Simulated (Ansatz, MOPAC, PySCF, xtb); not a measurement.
The molecule Sb2, closed-shell singlet (the spin of the measured ground state). No spin–orbit coupling.

The constants come from a fifth-degree fit in 1/R (seven points, main isotopes). Runs in def2 and cc sets follow the lowest solution found near the PBE0 minimum. The singlet is held restricted. HF and MP2 rows in def2 and cc sets belong to the determinant that coupled cluster picked by its CCSD energy.

Run with Ansatz (Gaussian orbitals); MOPAC for PM6, PM7 (differences of heats of formation); PySCF for 3-21G rows, LANL2DZ rows, STO-3G rows; xtb for the GFN methods.  In def2 rows elements past Kr take small-core potentials, without spin–orbit coupling.

```csv
level,r_e (Å),ω_e (cm⁻¹),α_e (cm⁻¹),B_e (cm⁻¹),D_e (eV)
PM6,2.426,309,3.4e-5,0.0474,-
PM7,2.368,303,2.8e-5,0.0497,-
GFN1-xTB,2.519,353,0.00011,0.0439,-
GFN2-xTB,2.534,278,0.00016,0.0434,-
HF/STO-3G,2.390,373,6.2e-5,0.0488,-
HF/3-21G,2.528,297,7.6e-5,0.0436,-
HF/def2-TZVPP,2.433,328,7.7e-5,0.0471,-
HF/def2-QZVPP,2.430,328,7.6e-5,0.0472,-
PBE/def2-TZVPP,2.502,277,9.4e-5,0.0445,3.21
BP86/LANL2DZ,2.574,254,8.4e-5,0.0421,-
r2SCAN/def2-TZVPP,2.476,291,9.1e-5,0.0455,2.75
B97M-V/def2-TZVPP,2.489,286,9.2e-5,0.0450,3.03
B3LYP/LANL2DZ,2.552,263,8.2e-5,0.0428,-
B3LYP/def2-TZVPP,2.488,286,9.1e-5,0.0450,3.01
PBE0/def2-TZVPP,2.464,298,8.8e-5,0.0459,2.71
BHLYP/def2-TZVPP,2.452,308,8.5e-5,0.0464,2.43
CAM-B3LYP/def2-TZVPP,2.446,310,8.5e-5,0.0466,2.66
wB97X-V/def2-TZVPP,2.426,324,8.0e-5,0.0474,2.89
wB97M-V/def2-TZVPP,2.432,320,8.1e-5,0.0472,2.50
B2PLYP/def2-TZVPP,2.506,266,0.00011,0.0444,3.05
MP2/def2-TZVPP,2.510,255,0.00013,0.0443,-
MP2/def2-QZVPP,2.496,260,0.00013,0.0448,-
"MP2/CBS(def2-TZVPP, def2-QZVPP)",2.489,263,0.00013,0.0450,-
SCS-MP2/def2-TZVPP,2.511,258,0.00013,0.0442,-
SCS-MP2/def2-QZVPP,2.498,263,0.00012,0.0447,-
CCSD/def2-TZVPP,2.472,293,9.3e-5,0.0456,2.19
CCSD/def2-QZVPP,2.460,298,9.1e-5,0.0461,2.42
CCSD(T)/def2-TZVPP,2.501,273,0.00011,0.0446,2.65
CCSD(T)/def2-QZVPP,2.488,279,0.00010,0.0451,2.94
"CCSD(T)/CBS(def2-TZVPP, def2-QZVPP)",2.481,282,9.9e-5,0.0453,3.13
```

D_e counts from each atom's lowest state at the same level, without counterpoise or zero-point energy.

Correlated levels freeze the inner cores; with def2 sets outer-core shells near the valence are correlated too. CBS: X⁻³ extrapolation of the correlation energy, Hartree–Fock from the larger set. Rows in 3-21G, LANL2DZ, STO-3G carry no dispersion term and start afresh at each structure; the Pople sets are all-electron and without relativity. LANL2DZ brings its own core potentials from Na on. The state that PM6, PM7 reach isn't checked; PM7 holds dispersion and hydrogen-bond terms.

Doubts at one or more of the structures used: a restricted determinant that unrestricted orbitals would lower (HF/def2-TZVPP, HF/def2-QZVPP, B2PLYP/def2-TZVPP, MP2/def2-TZVPP, MP2/def2-QZVPP, MP2/CBS(def2-TZVPP, def2-QZVPP), SCS-MP2/def2-TZVPP, SCS-MP2/def2-QZVPP, CCSD/def2-TZVPP, CCSD/def2-QZVPP, CCSD(T)/def2-TZVPP, CCSD(T)/def2-QZVPP, CCSD(T)/CBS(def2-TZVPP, def2-QZVPP)).

Measured for the ground state: ω_e 269.98 cm-1, ω_e x_e 0.588 cm-1 [Huber and Herzberg (1979), NIST Chemistry WebBook]. D_0 3.088 ± 0.065 eV (a handbook's tabulated 298 K bond energy less 3RT/2; such tables hold older values) [Luo, bond dissociation energies, CRC Handbook].

Ansatz is an electronic-structure program.
